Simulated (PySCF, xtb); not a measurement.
Sn(H)3(SeH) (H₄SeSn), SMILES [SnH3][SeH].

Harmonic wavenumbers (cm⁻¹) from GFN2-xTB run with xtb 6.7.1 at its own minimum, in rising order: 98, 220, 357, 375, 581, 640, 690, 695, 1510, 1720, 1768, 2069.

Task: What does B3LYP-D3(BJ)/def2-TZVP in PySCF give at its own minimum? (An estimate is asked for; the answer gives what the named calculation found.)

Result: 108, 234, 403, 444, 646, 682, 708, 717, 1921, 1923, 1942, 2400. Paired by order, the mean absolute difference is 117 cm⁻¹ and the zero-point energies are 15.3 and 17.3 kcal/mol.
